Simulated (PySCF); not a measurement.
Spinor energies of Cr¹⁰⁺ (chromium, charge +10)

Start: [Ne] 3s2 3p2; 3p1/2 filled at m_j = -1/2, +1/2. Calculated with PySCF 2.14 in an uncontracted even-tempered set (20 s from 0.64 bohr⁻², ratio 2.4; 13 p from 0.83 bohr⁻², ratio 2.4; 5 d from 4 bohr⁻², ratio 2.6; 4 f from 6 bohr⁻², ratio 2.6): generalised Hartree-Fock with the X2C-1e Hamiltonian and a Gaussian nucleus; one run each with spin-orbit coupling (SO) switched off, then screened by Boettger's factors.

```csv
spinor shell,electrons,"ε, spin-free (eV)","ε, screened SO (eV)",weight of nominal j (screened SO),"rms radius, screened SO (bohr)"
1s1/2,2,-6304.4,-6304.2,1.000,0.0734
2s1/2,2,-977.05,-976.94,1.000,0.313
2p1/2,2,-858.56,-865.87,0.957,0.282
2p3/2,4,-858.56,-854.83,0.979,0.285
3s1/2,2,-297.29,-297.25,1.000,0.843
3p1/2,2,-269.17,-269.40,0.619,0.852
```

```csv
quantity,spin-free,screened SO
E (hartree),-1011.10859,-1011.14543
M_J,0,0
⟨J²⟩,2.003,1.462
⟨L²⟩,2.002,1.970
⟨S²⟩,2.001,1.959
```

The determinant has a definite M_J but mixes levels of different J.

Each row is a mean over spinors that exchange with the open shell spreads, by up to 13.299 eV (3s1/2).

Rows whose weight is well below 1 are mixtures of j = l ± 1/2: exchange outweighs spin-orbit coupling there, and the label is only the starting occupation.

Without spin-orbit coupling the j labels of p, d and f shells carry no meaning; the spin-free column gives the mean over the occupied spinors of each nl shell.
